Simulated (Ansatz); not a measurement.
A nudged elastic band was laid between two geometries of FGeH3 + H2 (7 atoms, charge 0, multiplicity 1).

Level of theory: Ansatz, RKS LDA/def2-TZVP.

- movable images: 9
- climbing image: yes
- spring: 5.0 eV/Å²
- optimiser: quadratic models (default)
- start path: straight line
- force threshold: 0.05 eV/Å
- iteration limit: 60
- end points: relaxed

Initial state:

```xyz
7
Properties=species:S:1:pos:R:3
Ge -0.884 0.088 -0.099
F 0.273 1.379 -0.280
H -0.466 -1.006 -1.094
H -0.791 -0.366 1.366
H -2.244 0.718 -0.443
H 1.942 -0.048 0.190
H 2.170 -0.764 0.359
```

Final state:

```xyz
7
Properties=species:S:1:pos:R:3
Ge -0.334 -0.738 -0.153
F 0.648 2.228 0.626
H -0.239 -2.091 -0.869
H -0.456 -0.918 1.363
H -1.480 0.109 -0.711
H 0.858 1.413 0.189
H 1.003 -0.002 -0.445
```

(1) Which bonds break or form, and what moves?

(2) Give the energies along the band, and the barrier.

(3) What is the geometry of the highest image?

## Answers

(1) Bonds broken: Ge1–F2, H6–H7. Bonds formed: Ge1–H7, F2–H6. FGeH3 + H2 becomes FH + GeH4.

(2) The run converged. The highest image is number 5 of 0 to 10, 32.9 kcal/mol above the first end and 29.1 kcal/mol above the last; the last end lies 3.8 kcal/mol above the first. Another band between the same ends (9 images) ends at a top of the same energy, where a vibrational analysis finds 1 clearly imaginary mode. The orbitals stay closed-shell, which can raise the energy where a bond breaks towards radicals; this wasn't checked here.

```json
{"image": "0", "path coordinate (Å)": "0.00", "energy (kcal/mol)": "0.0", "Ge1–F2 (Å)": "1.74", "H6–H7 (Å)": "0.77", "Ge1–H7 (Å)": "3.20"}
{"image": "1", "path coordinate (Å)": "0.39", "energy (kcal/mol)": "0.4", "Ge1–F2 (Å)": "1.75", "H6–H7 (Å)": "0.77", "Ge1–H7 (Å)": "2.96"}
{"image": "2", "path coordinate (Å)": "0.78", "energy (kcal/mol)": "2.9", "Ge1–F2 (Å)": "1.75", "H6–H7 (Å)": "0.77", "Ge1–H7 (Å)": "2.63"}
{"image": "3", "path coordinate (Å)": "1.17", "energy (kcal/mol)": "9.7", "Ge1–F2 (Å)": "1.78", "H6–H7 (Å)": "0.78", "Ge1–H7 (Å)": "2.33"}
{"image": "4", "path coordinate (Å)": "1.56", "energy (kcal/mol)": "22.0", "Ge1–F2 (Å)": "1.86", "H6–H7 (Å)": "0.82", "Ge1–H7 (Å)": "2.05"}
{"image": "5", "path coordinate (Å)": "1.95", "energy (kcal/mol)": "32.9", "Ge1–F2 (Å)": "2.05", "H6–H7 (Å)": "0.99", "Ge1–H7 (Å)": "1.83"}
{"image": "6", "path coordinate (Å)": "2.30", "energy (kcal/mol)": "23.6", "Ge1–F2 (Å)": "2.29", "H6–H7 (Å)": "1.20", "Ge1–H7 (Å)": "1.68"}
{"image": "7", "path coordinate (Å)": "2.65", "energy (kcal/mol)": "12.0", "Ge1–F2 (Å)": "2.58", "H6–H7 (Å)": "1.34", "Ge1–H7 (Å)": "1.59"}
{"image": "8", "path coordinate (Å)": "3.00", "energy (kcal/mol)": "5.6", "Ge1–F2 (Å)": "2.87", "H6–H7 (Å)": "1.45", "Ge1–H7 (Å)": "1.56"}
{"image": "9", "path coordinate (Å)": "3.35", "energy (kcal/mol)": "3.9", "Ge1–F2 (Å)": "3.16", "H6–H7 (Å)": "1.55", "Ge1–H7 (Å)": "1.56"}
{"image": "10", "path coordinate (Å)": "3.70", "energy (kcal/mol)": "3.8", "Ge1–F2 (Å)": "3.22", "H6–H7 (Å)": "1.56", "Ge1–H7 (Å)": "1.55"}
```

(3) 
```xyz
7
Properties=species:S:1:pos:R:3
Ge -0.454 -0.296 -0.004
F 0.371 1.578 0.094
H -0.306 -1.543 -0.910
H -0.505 -0.673 1.479
H -1.680 0.493 -0.500
H 1.200 0.703 -0.025
H 1.374 -0.262 -0.134
```

Run time: 67 s on 2 threads of Arm Neoverse V2, with other jobs on the host, peak memory 0.15 GiB.
